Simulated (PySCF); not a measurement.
## Structure from 2D NMR

Compound of formula C₅H₁₂O₂Si. Correlations simulated from computed shifts and the bond graph:

HSQC (one-bond C–H):
```csv
δH,δC
6.62,155.6
5.64,128.3
3.88,51.7
1.95,26.5
```

COSY cross peaks (H two or three bonds apart, from the bond graph; peaks can be absent where the dihedral angle is near 90°):
```csv
δH,δH
6.62,5.64
6.62,1.95
5.64,4.97
```

HMBC (two and three bonds, from the bond graph):
```csv
δH,δC
6.62,"128.3, 26.5"
5.64,"155.6, 26.5"
4.97,"155.6, 128.3, 51.7"
1.95,"155.6, 128.3"
```

Computational details: structure optimised with GFN2-xTB, PBE0/pcSseg-1 with gauge-including orbitals, in PySCF (equivalent nuclei averaged, in vacuum, a single conformation, non-relativistic).

δ = σ(ref) − σ, references computed at the same level: ¹H (σref 31.72) and ¹³C (σref 186.93) against TMS.

Exchangeable hydrogens are left out of these lists.

Which molecule is this?

Results:

`C(=C\C)/[SiH](OC)OC`.

Structure with atom numbers: `[CH3:1]/[CH:2]=[CH:3]/[SiH:4]([O:5][CH3:6])[O:7][CH3:8]`. Each H is labelled by its parent atom.

- δC 155.6 is C2, an alkene CH (δH 6.62).
- δC 128.3 is C3, an alkene CH (δH 5.64).
- δC 51.7 is C6/C8, a methyl carbon bonded to O (δH 3.88).
- δC 26.5 is C1, an allylic methyl carbon (δH 1.95).
- COSY links 6.62–5.64, 6.62–1.95, 5.64–4.97.

The data come from this structure; uniqueness wasn't tested.

Shifts are as computed. Against solution values, carbons near 30 ppm lie about +3 ppm off and those near 130 ppm about +5 ppm. Of 1309 compounds with measured shifts, 239 miss one by over three times the rms of a fit or turn the order of signals round; such compounds aren't used in these exercises.
